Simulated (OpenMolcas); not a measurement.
# Ionisation energies of nickel

```json
{
 "Program": "OpenMolcas",
 "Basis": "ANO-RCC-VTZP [6s5p3d2f1g]",
 "Scalar Hamiltonian": "DKH2, point nucleus",
 "Spin-orbit coupling": "RASSI with atomic mean-field integrals over the reference wave functions, term energies averaged over their components"
}
```

Active shells in each charge state: the valence d shell, with orbitals averaged over the low states. Where CASPT2's correlated closed shells are named, they are those of the first ion.

A. CASSCF
B. SS-CASPT2, IPEA 0.25 Eh, imaginary shift 0.1 Eh (closed shells correlated: 3s 3p)
C. SS-CASPT2, IPEA 0.25 Eh, imaginary shift 0.1 Eh (closed shells correlated: 2s 2p 3s 3p)
D. SS-CASPT2, IPEA 0.25 Eh, imaginary shift 0.1 Eh (closed shells correlated: none)
E. SS-CASPT2, IPEA 0 Eh, imaginary shift 0.1 Eh (closed shells correlated: 3s 3p)

Energies in eV between the lowest computed levels, named as in B; reference values from the NIST Atomic Spectra Database with their kind.

```tsv
From	To	A	B	C	D	E	Spin-orbit share in B	Reference
Ni2+ 3d⁸ ³F₄	Ni3+ 3d⁷ ⁴F_9/2	32.644	35.348	35.358	34.918	35.337	-0.013	35.187 (measured)
Ni3+ 3d⁷ ⁴F_9/2	Ni4+ 3d⁶ ⁵D₄	53.133	55.129	55.141	54.804	55.125	+0.036	54.920 (semi-empirical)
Ni4+ 3d⁶ ⁵D₄	Ni5+ 3d⁵ ⁶S_5/2	74.185	75.978	75.994	75.667	75.960	+0.102	76.060 (semi-empirical)
Ni5+ 3d⁵ ⁶S_5/2	Ni6+ 3d⁴ ⁵D₀	106.915	107.904	107.921	107.703	107.946	-0.186	108.000 (semi-empirical)
Ni6+ 3d⁴ ⁵D₀	Ni7+ 3d³ ⁴F_3/2	132.431	133.356	133.377	133.054	133.386	-0.085	132.000 (theoretical)
Ni7+ 3d³ ⁴F_3/2	Ni8+ 3d² ³F₂	161.652	162.359	162.376	162.005	162.398	-0.023	162.000 (theoretical)
```

Error against the reference values, in %:

```
From       Reference     A     B     C     D     E
Ni2+        measured  -7.2  +0.5  +0.5  -0.8  +0.4
Ni3+  semi-empirical  -3.3  +0.4  +0.4  -0.2  +0.4
Ni4+  semi-empirical  -2.5  -0.1  -0.1  -0.5  -0.1
Ni5+  semi-empirical  -1.0  -0.1  -0.1  -0.3  -0.1
Ni6+     theoretical  +0.3  +1.0  +1.0  +0.8  +1.0
Ni7+     theoretical  -0.2  +0.2  +0.2     0  +0.2
```

Absolute error against the one measured value: A 2.54 eV, B 0.16 eV, C 0.17 eV, D 0.27 eV, E 0.15 eV.

The lowest level within the active space need not be the ion's true ground level.
